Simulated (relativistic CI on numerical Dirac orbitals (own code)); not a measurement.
Gd XVI: q coefficients and field-shift factors

Computed by Dirac-Coulomb-Breit CI, KLI orbitals optimised for each configuration, derivatives by finite differences, unscaled Slater integrals, QED left out (own radial code, finite nucleus).

Configurations in the expansion (outside the closed core [Kr] 4d10): 4f3, 4f2 5s, 4f 5s2, 4f 5s 5p, 4f2 5p, 4f 5p2, 4f 5s 5d, 4f2 5d. Levels of other configurations are missing.

With x = (α/α₀)² − 1 an excitation energy changes as ω = ω₀ + qx; K = 2q/ω₀ is the relative enhancement. Terms are leading LS components, so labels can repeat. The field-shift factor is F = δν/δ⟨r²⟩ for the transition from the lowest level.

Lowest level 4f3 4I°_9/2.

```tsv
Level	ω₀ (cm⁻¹)	q (cm⁻¹)	K	F (GHz/fm²)
4f3 4I°_11/2	4708.0	4919	2.09	0.178
4f3 4I°_13/2	9551.2	9402	1.97	0.344
4f3 4I°_15/2	14432.7	13420	1.86	0.497
4f3 4F°_3/2	24900.8	1737	0.14	0.216
4f3 2H°_9/2	25319.8	2612	0.206	0.251
4f3 4F°_5/2	27599.6	5046	0.366	0.334
4f3 4S°_3/2	29509.2	6124	0.415	0.38
4f3 4F°_7/2	29629.1	6307	0.426	0.387
4f3 4F°_9/2	32487.7	9748	0.6	0.507
4f3 2H°_11/2	33290.2	10370	0.623	0.535
4f3 2G°_7/2	36317.7	6807	0.375	0.445
4f3 4G°_5/2	37389.9	2319	0.124	0.334
4f3 2K°_13/2	38857.5	5569	0.287	0.429
```

At this charge transitions that keep the count of f electrons are usually good to a few per cent. Terms inside the open d or f shell come out 10 to 20 % too wide with unscaled integrals. Levels and lines within the n = 5 or 6 shells can be off by up to 10 % or somewhat more, and those that change n by about 2 %, since core polarisation is missing. Levels that differ in their count of f electrons can be misplaced by several ten thousand cm⁻¹, since the correlation energy of f electrons is missing or only estimated; rates across such gaps can be off by orders of magnitude.
